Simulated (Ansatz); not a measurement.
```yaml
crystal:
  periodic: [true, true, true]
  atoms:
    - {symbol: C, position_ang: [-0.759685, -1.408292, -1.555812]}
    - {symbol: Zn, position_ang: [0.435662, -0.734311, -0.134617]}
    - {symbol: Te, position_ang: [1.914623, 0.070383, 1.702346]}
    - {symbol: B, position_ang: [0.706265, 1.796052, 1.862041]}
    - {symbol: F, position_ang: [-0.295133, 2.074663, 1.117169]}
    - {symbol: H, position_ang: [-0.337715, -2.308113, -2.006011]}
    - {symbol: H, position_ang: [-1.826910, -1.601943, -1.171361]}
    - {symbol: H, position_ang: [-0.836860, -0.703181, -2.348150]}
    - {symbol: H, position_ang: [1.027170, 2.681010, 2.653016]}
basis:
  gaussian: {orbitals: def2-TZVP, final_grid: {core_spheres: 8, valence_spheres: 7, degree: 23}}
hamiltonian: {xc: {name: LC-wPBE}, pseudopotentials: {relativity: none}}
scf: {lower_state_search: off}
output: {forces: true}
```

```sh
$ ansatz run in.yaml --threads 4 --pin off --events-out ev --progress --plain --max-ram 10444MiB
```

Shortened log:

```
Error: YAML parse error: error: line 2 column 3: crystal: missing field `lattice` (a structure is typed as `lattice` and `atoms`, a molecule's as `atoms` in Å alone, or read from a run's directory, `checkpoint`)
 --> <input>:2:3
1 | crystal:
2 |   periodic: [true, true, true]
3 |   atoms:
4 |     - {symbol: C, position_ang: [-0.759685, -1.408292, -1.555812]}
```

In this input the molecule is marked periodic without a cell. The input was rejected before any iteration.
